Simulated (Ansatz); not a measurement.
Consider the redistribution: `CSBCl` + `FC(F)(F)O[SiH](Cl)Cl` → `FC(F)(F)OBCl` + `CS[SiH](Cl)Cl`.

Computed with Ansatz on PBE0-D4/def2-TZVP structures; ΔE is electronic, products minus reactants. CCSD(T)/CBS adds triple-zeta CCSD(T) − MP2 to the extrapolated MP2 energy (def2 sets, frozen cores). DFT in def2-TZVPP. B3LYP here is the variant with VWN-RPA as its local correlation; programs differ in this. Each species was taken in one conformer, which may not be the lowest.

```
             level  ΔE (kJ/mol)  difference from CCSD(T)/CBS
            PBE-D4         -5.0                         -2.5
         r2SCAN-D4         -0.3                          2.2
           PBE0-D4         -5.4                         -2.9
          B3LYP-D4         -3.3                         -0.8
           ωB97M-V         -4.1                         -1.6
            r2SCAN          0.0                          2.5
             B3LYP         -1.0                          1.5
     HF/def2-TZVPP         -3.8                         -1.3
   CCSD/def2-TZVPP         -1.2                          1.3
CCSD(T)/def2-TZVPP         -0.9                          1.6
     HF/def2-QZVPP         -3.2                         -0.7
    MP2/def2-QZVPP         -1.8                          0.7
SCS-MP2/def2-QZVPP         -1.5                          1.0
      HF/CBS(def2)         -3.1                         -0.6
     MP2/CBS(def2)         -2.7                         -0.2
    CCSD/CBS(def2)         -2.8                         -0.3
       CCSD(T)/CBS         -2.5                            0
```

Largest T1 diagnostic among the species: 0.013.
